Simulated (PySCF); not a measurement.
C₄H₇NSi, SMILES C#CC(=C)[SiH2]N.

Geometry: PBE-D3(BJ)/def2-SVP. This is a generated structure with no PubChem entry under its InChIKey; it may be hypothetical. The values are those of a single conformer.

Two levels are set side by side: PBE/def2-TZVP (PySCF) and B3LYP/def2-TZVP (PySCF). Same geometry, gas phase. Differences are taken from unrounded values.

| quantity | B3LYP |
|---|---|
| orbital gap (eV) | 5.42 |
| highest occupied level (eV) | -6.91 |
| lowest empty level (eV) | -1.49 |
| dipole moment (D) | 1.21 |
| mean polarisability (bohr³) | 83.3 |

**Question.** What does PBE give, and how far is it from B3LYP? (An estimate is asked for; the answer gives what the named calculation found.)

**Answer.** 
```csv
quantity,PBE,PBE minus B3LYP
orbital gap (eV),3.81,-1.61
highest occupied level (eV),-6.02,0.89
lowest empty level (eV),-2.21,-0.72
dipole moment (D),1.22,0.02
mean polarisability (bohr³),85.7,2.4
```

PBE's occupied levels lie high since its potential decays too fast outside the molecule; exact exchange lowers them and widens the gap. Differences between two approximate levels are no errors against the true value.

Rough cost on one machine, each run with all the roots and properties that it gave: B3LYP against PBE within a factor of 2.
